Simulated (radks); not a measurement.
Results of a calculation; reference values are marked as such.
Ionisation of Zr+, [Kr] 4d2 5s1, to Zr2+, [Kr] 4d2, under several functionals. Scalar-relativistic Kohn-Sham, spin-polarised, spherical densities, finite nucleus; open shells are filled with parallel spins first (spin-orbit coupling, left out, can overturn this in heavy ions); a radial shooting solver on a logarithmic mesh with Libxc functionals.

functional  E(Zr+) (hartree)  Exc (hartree)  IE (eV)  -e(HOMO) (eV)  <r> HOMO (bohr)  IE error (eV)
HCTH/407         -3600.60062     -116.27519   13.208         10.490            3.334         +0.078
RPBE             -3598.54305     -114.06298   13.346         10.467            3.372         +0.216
PBE              -3598.27403     -113.78808   13.461         10.535            3.365         +0.331
PBEsol           -3596.22754     -111.71433   13.483         10.595            3.344         +0.353
OLYP             -3599.74811     -115.35958   13.075         10.237            3.358         -0.055

NIST Atomic Spectra Database: 13.130 eV (measured). Closest: OLYP. The Delta-SCF values span 0.41 eV, the total energies 4.37 hartree. The highest occupied level is 5s. Open shells are spherical and high-spin; term and fine-structure splittings are not resolved.
